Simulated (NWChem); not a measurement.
System: C$_{2}$H$_{6}$AlBr; SMILES [Br][Al]([CH3])[CH3]

NWChem input:

```
start job
memory heap 200 mb stack 900 mb global 1100 mb
geometry units angstroms noautosym nocenter noautoz
  Al     0.000000     0.000000     0.926438
  Br     0.000000     0.000000    -1.353808
  C      0.004287    -1.744294     1.794211
  H     -0.928957    -2.289078     1.570729
  H      0.098896    -1.673993     2.889361
  H      0.827603    -2.373358     1.417107
  C     -0.004287     1.744294     1.794211
  H     -0.098896     1.673993     2.889361
  H     -0.827603     2.373358     1.417107
  H      0.928957     2.289078     1.570729
end
basis spherical
  * library pcsseg-1
end
dft
  xc slater vwn_5
  iterations 150
end
property
  shielding 6 1 2 3 4 5 6
  efieldgrad
end
task dft property
```

NWChem printed, in part:

```
             Northwest Computational Chemistry Package (NWChem) 7.3.0
             --------------------------------------------------------

                             Geometry "geometry" -> ""
                             -------------------------

 Output coordinates in angstroms (scale by  1.889725989 to convert to a.u.)

  No.       Tag          Charge          X              Y              Z
 ---- ---------------- ---------- -------------- -------------- --------------
    1 Al                  13.0000     0.00000000     0.00000000     0.92643800
    2 Br                  35.0000     0.00000000     0.00000000    -1.35380800
    3 C                    6.0000     0.00428700    -1.74429400     1.79421100
    4 H                    1.0000    -0.92895700    -2.28907800     1.57072900
    5 H                    1.0000     0.09889600    -1.67399300     2.88936100
    6 H                    1.0000     0.82760300    -2.37335800     1.41710700
    7 C                    6.0000    -0.00428700     1.74429400     1.79421100
    8 H                    1.0000    -0.09889600     1.67399300     2.88936100
    9 H                    1.0000    -0.82760300     2.37335800     1.41710700
   10 H                    1.0000     0.92895700     2.28907800     1.57072900

 Effective nuclear repulsion energy (a.u.)     283.9248392314

                              NWChem Property Module
                              ----------------------

  itol2e modified to match energy
  convergence criterion.

                                 NWChem DFT Module
                                 -----------------

 Summary of "ao basis" -> "ao basis" (spherical)
 ------------------------------------------------------------------------------
       Tag                 Description            Shells   Functions and Types
 ---------------- ------------------------------  ------  ---------------------
 Al                         pcsseg-1                10       24   4s5p1d
 Br                         pcsseg-1                15       41   5s7p3d
 C                          pcsseg-1                 7       17   3s3p1d
 H                          pcsseg-1                 3        5   2s1p

  itol2e modified to match energy
  convergence criterion.

            General Information
            -------------------
          SCF calculation type: DFT
          Wavefunction type:  closed shell.
          No. of atoms     :    10
          No. of electrons :    66
           Alpha electrons :    33
            Beta electrons :    33
          Charge           :     0
          Spin multiplicity:     1
          Use of symmetry is: off; symmetry adaption is: off
          Maximum number of iterations: 150
          AO basis - number of functions:   129
                     number of shells:    57
          Convergence on energy requested:  1.00D-07
          Convergence on density requested:  1.00D-05
          Convergence on gradient requested:  5.00D-04

              XC Information
              --------------
                        Slater Exchange Functional  1.000 local
                      VWN V Correlation Functional  1.000 local

             Grid Information
             ----------------
          Grid used for XC integration:  fine
          Radial quadrature: Mura-Knowles
          Angular quadrature: Lebedev.
          Tag              B.-S. Rad. Rad. Pts. Rad. Cut. Ang. Pts.
          ---              ---------- --------- --------- ---------
          Al                  1.25      123          10.0       770
          Br                  1.15      140          12.0       974
          C                   0.70       70          12.0       590
          H                   0.35       60          13.0       590
          Grid pruning is: on
          Number of quadrature shells:   763
          Spatial weights used:  Erf1

      Superposition of Atomic Density Guess
      -------------------------------------

 Sum of atomic energies:       -2892.25635721

      Non-variational initial energy
      ------------------------------

 Total energy =   -2893.902604
 1-e energy   =   -4587.639203
 2-e energy   =    1409.811760
 HOMO         =      -0.343409
 LUMO         =       0.002748

[...]

          -----------------------------------------
          Chemical Shielding Tensors (GIAO, in ppm)
          -----------------------------------------

                                NWChem CPHF Module
                                ------------------

  scftype          =     RHF
  nclosed          =       33
  nopen            =        0
  variables        =     3168
  # of vectors     =        3
  tolerance        = 0.10D-03
  level shift      = 0.00D+00
  max iterations   =       50
  max subspace     =       30

 SCF residual:    1.1432234229369048E-005

Iterative solution of linear equations
  No. of variables     3168
  No. of equations        3
  Maximum subspace       30
        Iterations       50
       Convergence  1.0D-04

   iter   nsub   residual    time
   ----  ------  --------  ---------
     1      3    8.14D-06      96.5

      Atom:    1  Al
        Diamagnetic
    797.0830      0.0024      0.0000
      0.0024    794.7161      0.0000
      0.0000      0.0000    802.2402

        Paramagnetic
   -524.4376      0.7383     -0.0000
      0.7383   -472.0115      0.0000
     -0.0000      0.0000   -681.6251

        Total Shielding Tensor
    272.6454      0.7407     -0.0000
      0.7407    322.7046      0.0000
     -0.0000      0.0000    120.6151

           isotropic =     238.6550
          anisotropy =     126.0908

          Principal Components and Axis System
                 1           2           3
              322.7155    272.6345    120.6151

      1         0.0148      0.9999      0.0000
      2         0.9999     -0.0148     -0.0000
      3         0.0000     -0.0000      1.0000

      Atom:    2  Br
        Diamagnetic
   3121.3284     -0.0140      0.0000
     -0.0140   3121.2405      0.0000
      0.0000      0.0000   3129.7941

        Paramagnetic
   -525.2363      3.9527     -0.0000
      3.9527  -1181.4298      0.0000
     -0.0000      0.0000   -438.7273

        Total Shielding Tensor
   2596.0922      3.9386     -0.0000
      3.9386   1939.8107      0.0000
     -0.0000      0.0000   2691.0668

           isotropic =    2408.9899
          anisotropy =     423.1154

          Principal Components and Axis System
                 1           2           3
             2691.0668   2596.1158   1939.7871

      1        -0.0000      1.0000     -0.0060
      2         0.0000      0.0060      1.0000
      3         1.0000      0.0000     -0.0000

      Atom:    3  C
        Diamagnetic
    248.0730     -0.0673      0.0955
     -0.0673    257.5302     -5.3013
      0.0955     -5.3013    252.8725

        Paramagnetic
    -67.3249     -1.2955      0.5688
     -1.2955    -69.0279     -5.1902
      0.5688     -5.1902    -69.0089

        Total Shielding Tensor
    180.7482     -1.3627      0.6643
     -1.3627    188.5023    -10.4915
      0.6643    -10.4915    183.8636

           isotropic =     184.3714
          anisotropy =      19.0356

          Principal Components and Axis System
                 1           2           3
              197.0618    180.6356    175.4167

      1        -0.0903      0.9939      0.0640
      2         0.7774      0.0302      0.6283
      3        -0.6225     -0.1065      0.7753

      Atom:    4  H
        Diamagnetic
     32.5485      7.8311      1.4092
      7.8311     30.8865     -1.0214
      1.4092     -1.0214     24.5640

        Paramagnetic
      0.4737     -2.7041     -0.6626
     -2.7041      0.4093      0.5549
     -0.6626      0.5549      3.6437

        Total Shielding Tensor
     33.0222      5.1270      0.7467
      5.1270     31.2958     -0.4665
      0.7467     -0.4665     28.2076

           isotropic =      30.8419
          anisotropy =       9.7863

          Principal Components and Axis System
                 1           2           3
               37.3661     28.6221     26.5374

      1         0.7648      0.2697     -0.5852
      2         0.6436     -0.3614      0.6746
      3         0.0296      0.8925      0.4500

      Atom:    5  H
        Diamagnetic
     22.6848     -0.0952      1.3512
     -0.0952     25.9850     -2.2590
      1.3512     -2.2590     40.0168

        Paramagnetic
      3.6962      0.0173     -0.4618
      0.0173      2.4011      1.1054
     -0.4618      1.1054     -2.1329

        Total Shielding Tensor
     26.3810     -0.0778      0.8894
     -0.0778     28.3861     -1.1536
      0.8894     -1.1536     37.8839

           isotropic =      30.8836
          anisotropy =      10.8095

          Principal Components and Axis System
                 1           2           3
               38.0900     28.2484     26.3125

      1         0.0760      0.0146      0.9970
      2        -0.1183      0.9930     -0.0055
      3         0.9901      0.1175     -0.0772

      Atom:    6  H
        Diamagnetic
     30.1633     -7.8369     -2.7027
     -7.8369     32.3490      0.3840
     -2.7027      0.3840     25.4221

        Paramagnetic
      1.3198      2.6556      1.1016
      2.6556     -0.1000     -0.0378
      1.1016     -0.0378      3.2517

        Total Shielding Tensor
     31.4830     -5.1812     -1.6011
     -5.1812     32.2490      0.3462
     -1.6011      0.3462     28.6738

           isotropic =      30.8019
          anisotropy =       9.7069

          Principal Components and Axis System
                 1           2           3
               37.2732     28.8560     26.2765

      1        -0.6823     -0.1844      0.7075
      2         0.7143     -0.3743      0.5913
      3         0.1558      0.9088      0.3871
```

Level: LDA (Slater exchange, VWN5)/pcSseg-1, GIAO. Structure relaxed at the PBE0/def2-SVP level. NWChem prints the field gradient with the sign opposite to the second derivative of the potential. The printed shielding anisotropy is the first printed principal value minus the mean of the other two.
